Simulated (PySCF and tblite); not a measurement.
Results of a calculation; reference values are marked as such.
C₅H₉Br, numbered as in [Br:1][CH:2]1[CH2:3][CH2:4][CH2:5][CH2:6]1.

Search: ETKDG and KDG, MMFF94s, GFN2-xTB, 90 starts; geometries at PBE0-D3(BJ)/def2-SVP. Weights use B3LYP-D3(BJ)/def2-TZVP (IEF-PCM, chloroform) energies plus GFN2-xTB zero-point and thermal terms (modes under about 100 cm⁻¹ blended into free rotors). Symmetry numbers and mirror images are counted. Conformers within 3 kcal/mol (GFN2-xTB free energy) were kept, 8 at most. Codes: tblite and PySCF.

The 5-ring runs over atoms 2–3–4–5–6.

```
conformer                                                  shape  symmetry  dipole D
        1  5-ring envelope (ring torsions 26, -1, -25, 42, -42°)        Cs      2.96
        2   5-ring envelope (ring torsions -24, 0, 24, -39, 39°)        Cs      2.93
```

(1) Which of these conformers is the most populated at 298.15 K, and with what share?

(2) Give the DFT energies and free energies relative to the lowest, and all weights.

(3) How does its share change from 180 K to 400 K?

Answers

(1) Conformer 2, about 69 %. The lead over the next is within the error of the method.

(2) 
```tsv
conformer	shape	E(DFT) kcal/mol	G(298.15 K) kcal/mol	weight %
1	5-ring envelope (ring torsions 26, -1, -25, 42, -42°)	0.78	0.47	31.3
2	5-ring envelope (ring torsions -24, 0, 24, -39, 39°)	0.00	0.00	68.7
```

(3) From 85 % to 60 %; the mixing entropy goes from 0.84 to 1.34 cal/(mol K).
